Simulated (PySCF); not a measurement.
# How methods differ on the excitation energy of F⁺

F⁺ [He] 2s2 2p4 (3P) → F⁺ [He] 2s1 2p4 3s1 (5P), as a difference of total energies. All numbers are calculated (PySCF 2.14, the non-relativistic Hamiltonian (point nucleus), in aug-cc-pVQZ (6s5p4d3f2g, 80 functions)). Correlated levels: valence: 1s2 frozen. The calculations carry no spin-orbit coupling.

```json
{"method": "UHF", "excitation energy (eV)": "39.522"}
{"method": "LDA", "excitation energy (eV)": "40.032"}
{"method": "PBE", "excitation energy (eV)": "39.897"}
{"method": "PBE0", "excitation energy (eV)": "40.178"}
{"method": "r2SCAN", "excitation energy (eV)": "39.910"}
{"method": "HSE06", "excitation energy (eV)": "40.167"}
{"method": "revPBE", "excitation energy (eV)": "39.853"}
{"method": "B2PLYP", "excitation energy (eV)": "40.933"}
{"method": "TPSSh", "excitation energy (eV)": "40.475"}
{"method": "MP2 (valence)", "excitation energy (eV)": "40.576"}
{"method": "SCS-MP2 (valence)", "excitation energy (eV)": "40.775"}
```

How much does correlation contribute at MP2 (valence)?

40.576 − (39.522) = 1.054 eV, measured against UHF.

The upper state lies above the first ionisation limit, where it may autoionise and the basis confines it. A Rydberg-like electron needs more diffuse functions than a valence basis has.

The promoted electron is Rydberg-like, and one or two diffuse shells describe it only roughly, which tends to raise the upper state.
